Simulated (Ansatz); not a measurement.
Consider the redistribution: `C[SiH2][Se]C` + `[OH][Al]([F])[Cl]` → `C[Se][Al]([F])[Cl]` + `C[SiH2]O`.

Gas-phase electronic energies from Ansatz, PBE0-D4/def2-TZVP geometries. CBS: MP2 limit from def2 TZ/QZ plus the TZ coupled-cluster correction, frozen cores. This one scheme is used for every species. Functionals use def2-TZVPP. B3LYP here is the variant with VWN-RPA as its local correlation; programs differ in this. For Se outer-core shells are correlated without core-valence functions, which leaves a few kJ/mol of doubt a bond. Scalar relativity is left out up to krypton. Each species was taken in one conformer, which may not be the lowest.

CCSD(T)/CBS gives -1.8 kcal/mol.

**Question.** Another level gave -1.9 kcal/mol. Which?
A. revPBE-D4/def2-TZVPP
B. BHLYP/def2-TZVPP
C. HF/def2-TZVPP
D. B3LYP-D4/def2-TZVPP

**Answer.** D. B3LYP-D4 -1.9, revPBE-D4 -0.8, HF/def2-TZVPP -4.1, BHLYP -3.1 kcal/mol.

Largest T1 diagnostic among the species: 0.011.

In def2-TZVPP, CCSD(T) changes the Hartree–Fock value by +2.4 kcal/mol (the triples alone add +0.2 kcal/mol) and MP2 by +2.8 kcal/mol. Leaving LDA and LC-ωPBE aside and taking each functional with its dispersion term where it has one, the values, not all of them listed here, spread over 1.9 kcal/mol, from BHLYP-D4 to revPBE-D4.
